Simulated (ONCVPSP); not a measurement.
What the settings do to the ONCV potential of Be

Base potential:

ONCVPSP 4.0.1 input, shortened (lines: element, Z, core and valence counts, functional; n l f; lmax; l rc ep ncon nbas qcut; lloc lpopt rc5 dvloc0; l nproj debl; icmod fcfact rcfact), PBE, scalar-relativistic:

```
  Be 4.00    0    3        4      upf
    1    0    2.00
    2    0    1.00
    2    1    1.00
    2
    0    0.85    0.00    5   10   11.00
    1    4.00    0.00    3    8    4.00
    2    3.60    0.18    4    9    2.70
    4    3    0.85   -1.00
    0    2    1.30
    1    2    2.10
    2    2    3.60
    0    0.00    0.00
```

Cutoffs, loose and tight: the cutoffs (Ha) at which the residual kinetic energy of the hardest occupied pseudo-wave falls to 1 and 0.1 mHa per electron. They do not see the model core or the augmentation charge, which bear on the density cutoff. Test errors are all-electron minus pseudo excitation energies from the reference, over the configurations 1s2 2s2 2p0; 1s2 2s1 2p0; 1s2 2s0 2p0; 1s2 2s0 2p2. A dash means not determined; rows that change the core or the reference have their own tests.

```tsv
change	outcome	cutoff, loose	cutoff, tight	bound ghosts	GHOST(+) flags above zero	largest test error (meV)
base	generated	91 Ha	377 Ha	none	none	+185
reference 1s2 2s2; wave 2p: rc 4.00 bohr, ncon 3, nbas 8, qcut 4 1/bohr, 2 projectors, debl 2.1 Ha becomes p scattering state at 0.26 Ha: rc 4.00 bohr, ncon 3, nbas 8, qcut 4 1/bohr, 2 projectors, debl 2.1 Ha	generated, projector energies reset by the program	91 Ha	377 Ha	none	none	-170
all radii scaled by about 0.89 (s 0.76, p 3.58, d 3.22 bohr); local potential polynomial inside 0.76 bohr (lpopt 3, dvloc0 -1 Ha)	generated	301 Ha	507 Ha	none	p	+151
p: qcut 4.2	generated	91 Ha	377 Ha	none	none	+170
local potential polynomial inside 0.85 bohr (lpopt 3, dvloc0 2 Ha)	generated	91 Ha	377 Ha	none	p	+185
d: rc 3.4	generated	91 Ha	377 Ha	none	none	+185
local potential polynomial inside 0.65 bohr (lpopt 5, dvloc0 2 Ha)	generated	91 Ha	377 Ha	none	none	+185
d: qcut 1.8	generated	91 Ha	377 Ha	none	none	+185
```
